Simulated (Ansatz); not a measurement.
**Which level was it?**

The species is BSiH4OF (8 atoms), meant as a singlet with charge 0. SMILES: `FBO[SiH3]`. The coordinates come from a PBE0-D4/def2-TZVP relaxation. This is one conformer, not always the lowest.

| atom | x (Å) | y (Å) | z (Å) |
| --- | --- | --- | --- |
| F | -1.5994 | -1.6992 | 1.4261 |
| B | -0.6854 | -0.7876 | 1.1330 |
| O | -0.4875 | -0.4771 | -0.1576 |
| Si | 0.5210 | 0.5728 | -0.9454 |
| H | -0.0753 | -0.2785 | 2.0298 |
| H | -0.3171 | 1.5310 | -1.7024 |
| H | 1.3707 | 1.2957 | 0.0346 |
| H | 1.3650 | -0.2143 | -1.8737 |

A calculation with Ansatz 0.2.0 gave:

| Property | Result |
| --- | --- |
| total energy | -491.9779 Eh |
| HOMO energy | -7.89 eV |
| LUMO energy | -0.94 eV |
| HOMO–LUMO gap | 6.95 eV |

Task: Which of these levels gave the numbers?
A. B3LYP/6-31G* (Cartesian functions)
B. B3LYP/6-31G* (spherical functions)
C. BLYP/6-311+G**
D. revPBE/6-311+G**

Result: C. The others give -491.9526 Eh (B3LYP/6-31G* (Cartesian functions)), -491.9481 Eh (B3LYP/6-31G* (spherical functions)), -491.8770 Eh (revPBE/6-311+G**).
